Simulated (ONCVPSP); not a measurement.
# What one change does to a pseudopotential (Fe (Z = 26), ONCV)

ONCVPSP 4.0.1 input, shortened (lines: element, Z, core and valence counts, functional; n l f; lmax; l rc ep ncon nbas qcut; lloc lpopt rc5 dvloc0; l nproj debl; icmod fcfact rcfact), PW91, fully relativistic:

```
  Fe 26.00    4    3  -109134      upf
    1    0    2.00
    2    0    2.00
    2    1    6.00
    3    0    2.00
    3    1    6.00
    3    2    6.00
    4    0    2.00
    3
    0    1.90    0.00    4    7    4.00
    1    1.00    0.00    5   10   11.70
    2    0.95    0.00    5    9   14.20
    3    1.55    0.09    3    6    8.00
    4    5    0.70    0.00
    0    2    2.20
    1    2    2.60
    2    2    0.80
    3    1    1.60
    0    0.00    0.00
```

Open shells are filled in proportion to 2j + 1.

All-electron outer shells of the reference configuration (PW91, scalar-relativistic, ld1.x):

```json
{"shell": "3s", "level (eV)": "-94.02", "outermost node (bohr)": "0.33", "outermost maximum (bohr)": "0.70"}
{"shell": "3p", "level (eV)": "-60.09", "outermost node (bohr)": "0.30", "outermost maximum (bohr)": "0.72"}
{"shell": "3d", "level (eV)": "-7.58", "outermost node (bohr)": "–", "outermost maximum (bohr)": "0.71"}
{"shell": "4s", "level (eV)": "-5.35", "outermost node (bohr)": "1.00", "outermost maximum (bohr)": "2.41"}
```

Change: d: rc 0.92.

Cutoffs: the cutoffs (Ha) at which the residual kinetic energy of the hardest occupied pseudo-wave falls to 1 and 0.1 mHa per electron; they do not see the model core or the augmentation charge, which bear on the density cutoff. Errors are all-electron minus pseudo energies relative to the spin-unpolarised reference configuration.

Task: What does the change do?

Result: The potential gets harder (92 Ha and 183 Ha → 95 Ha and 241 Ha); both files keep a bound ghost (s); the errors of the 3 common tests hardly move. A smaller radius makes the pseudo-wave follow the all-electron one further in, where it bends more sharply, so more plane waves are needed.

| quantity | base | changed |
| --- | --- | --- |
| cutoff, loose | 92 Ha | 95 Ha |
| cutoff, tight | 183 Ha | 241 Ha |
| loose cutoff by channel | s 4.2 Ha, p 44 Ha, d 92 Ha | s 4.2 Ha, p 44 Ha, d 95 Ha |
| bound ghosts | s | s |
| GHOST(+) flags under 300 eV | f7/2 at 176.3 eV, f5/2 at 183.6 eV, s at 239.0 eV | f7/2 at 176.3 eV, f5/2 at 183.6 eV, s at 239.0 eV |
| tests with a reliable result | 3 of 4 | 3 of 4 |
| error for 3p6 3d6 4s1, meV [ΔE 8.79 eV] | -6.1 | -6.1 |
| error for 3p6 3d6 4s0, meV [ΔE 25.04 eV] | -32 | -32 |
| error for 3p6 3d6 4s1 4p1, meV [ΔE 4.13 eV] | -5.8 | -5.8 |
| s: phases at 1.93 bohr within 0.05 rad from the reference energy up to (Ha; the scan ends near 5) | to the end of the scan | to the end of the scan |
| p3/2: phases at 1.02 bohr within 0.05 rad from the reference energy up to (Ha; the scan ends near 5) | to the end of the scan | to the end of the scan |
| p1/2: phases at 1.02 bohr within 0.05 rad from the reference energy up to (Ha; the scan ends near 5) | to the end of the scan | to the end of the scan |
| f7/2: phases at 1.57 bohr within 0.05 rad from the reference energy up to (Ha; the scan ends near 5) | to the end of the scan | to the end of the scan |
| f5/2: phases at 1.57 bohr within 0.05 rad from the reference energy up to (Ha; the scan ends near 5) | to the end of the scan | to the end of the scan |

 A true bound ghost makes a file unfit for plane-wave use even where its test errors are small: the radial tests pick states by their node count and pass the ghost by.
